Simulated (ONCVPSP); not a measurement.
An all-electron radial function and its pseudo partner (O)

Columns: radius, all-electron u(r) and pseudo u(r) of the 1s shell (level -523.43 eV) of oxygen in the configuration 1s2 2s2 2p3.5; PBE, scalar-relativistic, ONCV scheme, ONCVPSP 4.0.1.

```json
{"r (bohr)": "0.057", "all-electron": "1.5612", "pseudo": "1.2114"}
{"r (bohr)": "0.115", "all-electron": "2.0009", "pseudo": "1.9614"}
{"r (bohr)": "0.172", "all-electron": "1.9287", "pseudo": "2.0822"}
{"r (bohr)": "0.230", "all-electron": "1.6604", "pseudo": "1.7884"}
{"r (bohr)": "0.288", "all-electron": "1.3458", "pseudo": "1.3863"}
{"r (bohr)": "0.345", "all-electron": "1.0561", "pseudo": "1.0589"}
{"r (bohr)": "0.402", "all-electron": "0.8094", "pseudo": "0.8090"}
{"r (bohr)": "0.460", "all-electron": "0.6069", "pseudo": "0.6066"}
{"r (bohr)": "0.518", "all-electron": "0.4498", "pseudo": "0.4496"}
{"r (bohr)": "0.575", "all-electron": "0.3321", "pseudo": "0.3319"}
{"r (bohr)": "0.632", "all-electron": "0.2433", "pseudo": "0.2432"}
{"r (bohr)": "0.690", "all-electron": "0.1763", "pseudo": "0.1762"}
{"r (bohr)": "0.747", "all-electron": "0.1279", "pseudo": "0.1278"}
{"r (bohr)": "0.805", "all-electron": "0.0919", "pseudo": "0.0918"}
{"r (bohr)": "0.862", "all-electron": "0.0661", "pseudo": "0.0660"}
{"r (bohr)": "0.920", "all-electron": "0.0472", "pseudo": "0.0471"}
{"r (bohr)": "0.977", "all-electron": "0.0338", "pseudo": "0.0337"}
{"r (bohr)": "1.035", "all-electron": "0.0240", "pseudo": "0.0240"}
{"r (bohr)": "1.092", "all-electron": "0.0171", "pseudo": "0.0171"}
{"r (bohr)": "1.150", "all-electron": "0.0121", "pseudo": "0.0121"}
{"r (bohr)": "1.208", "all-electron": "0.0086", "pseudo": "0.0086"}
{"r (bohr)": "1.265", "all-electron": "0.0061", "pseudo": "0.0061"}
{"r (bohr)": "1.322", "all-electron": "0.0043", "pseudo": "0.0043"}
{"r (bohr)": "1.380", "all-electron": "0.0031", "pseudo": "0.0030"}
{"r (bohr)": "1.438", "all-electron": "0.0022", "pseudo": "0.0021"}
{"r (bohr)": "1.495", "all-electron": "0.0015", "pseudo": "0.0015"}
```

Task: How many radial nodes do the two functions have?

Result: The all-electron 1s function has n − l − 1 = 0; the pseudo-wave has 0.

Task: At about which radius was the pseudo-wave matched?

Result: 0.40 bohr, where the columns begin to agree (steps of 0.06 bohr).

Task: Where does each function peak?

Result: Outermost all-electron maximum near 0.12 bohr, pseudo maximum near 0.17 bohr (to the table’s step).

Task: Is the pseudo-wave norm-conserving?

Result: Yes: the ONCV scheme keeps the norm inside the radius equal to the all-electron one, which fixes the energy derivative of the logarithmic derivative at the level.
